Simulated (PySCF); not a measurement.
Si(H)2(F)(NHSiH3) (FH6NSi2), SMILES F[SiH2]N[SiH3].

Geometry: PBE0-D3(BJ)/def2-SVP. One conformer was computed; it need not be the lowest.

Two levels are set side by side: PBE/def2-TZVP (PySCF) and ωB97X/def2-TZVP (PySCF). Same geometry, gas phase. Differences are taken from unrounded values.

```json
[
 {"quantity": "orbital gap (eV)", "ωB97X": "12.52", "PBE": "5.87", "PBE minus ωB97X": "-6.65"},
 {"quantity": "highest occupied level (eV)", "ωB97X": "-10.52", "PBE": "-6.74", "PBE minus ωB97X": "3.79"},
 {"quantity": "lowest empty level (eV)", "ωB97X": "2.00", "PBE": "-0.86", "PBE minus ωB97X": "-2.86"},
 {"quantity": "dipole moment (D)", "ωB97X": "1.80", "PBE": "1.73", "PBE minus ωB97X": "-0.08"},
 {"quantity": "mean polarisability (bohr³)", "ωB97X": "56.7", "PBE": "60.0", "PBE minus ωB97X": "3.3"}
]
```

Without exact exchange PBE keeps part of each electron's self-repulsion, which lifts occupied levels and narrows the gap. Loosely held outer electrons make PBE densities more polarisable. Differences between two approximate levels are no errors against the true value.

Rough cost on one machine, each run with all the roots and properties that it gave: ωB97X against PBE within a factor of 2.
